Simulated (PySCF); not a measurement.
Rows and methods have been separated. Pair them.

C4H9ClGa (charge -1).
Z-matrix (Å and degrees, PBE0-D3(BJ)/def2-SVP geometry), rows numbered from 1:
```
C 
C   1  1.5076
Ga  2  2.0520  1  116.15
C   2  1.5133  1  117.90  3   145.83
C   2  1.4889  1  119.72  3  -145.00
Cl  5  1.8033  2  122.17  4   105.93
H   1  1.1064  2  112.86  3   178.50
H   1  1.1031  2  110.79  3    57.90
H   1  1.1026  2  110.26  3   -60.48
H   3  1.6225  2  105.67  1  -177.48
H   3  1.6183  2  108.85  1   -57.42
H   3  1.6198  2  107.79  1    63.24
H   4  1.0969  2  119.88  5   108.05
H   4  1.0985  2  118.23  5  -103.80
H   5  1.0935  2  120.26  4  -111.25
```

The closed-shell ground state was solved 7 times with PySCF (density fitting, gas phase), always in the def2-SVPD basis (217 functions), with these functionals: B3LYP, BHandHLYP, HF, LC-wPBE, PBE, PBE0 and wB97X-D. Relativistic effects, spin–orbit coupling among them, are left out although an element past zinc is present.

| row | total energy (Eh) | HOMO (eV) | LUMO (eV) |
| --- | --- | --- | --- |
| P | -2538.9334 | -5.24 | 5.07 |
| Q | -2541.7056 | -1.34 | 2.93 |
| R | -2541.8129 | -2.46 | 3.68 |
| S | -2541.9454 | -5.03 | 4.97 |
| T | -2542.2678 | -3.53 | 4.11 |
| U | -2542.4184 | -4.28 | 4.98 |
| V | -2542.4765 | -2.28 | 3.43 |

Problem. Which functional belongs to which row?

Solution. P = HF, Q = PBE, R = PBE0, S = LC-wPBE, T = BHandHLYP, U = wB97X-D, V = B3LYP. By rising HOMO–LUMO gap: PBE (GGA) 4.27 eV; B3LYP (global hybrid, 20 % exact exchange) 5.71 eV; PBE0 (global hybrid, 25 % exact exchange) 6.14 eV; BHandHLYP (global hybrid, 50 % exact exchange) 7.64 eV; wB97X-D (range-separated hybrid) 9.26 eV; LC-wPBE (range-separated hybrid) 10.00 eV; HF (all exact exchange) 10.31 eV. Total energies of different functionals aren't bounds to one another; each is stationary for its own functional.

The pairwise dispersion term of wB97X-D wasn't added to the energies; at a given geometry it leaves orbitals and properties as they are.
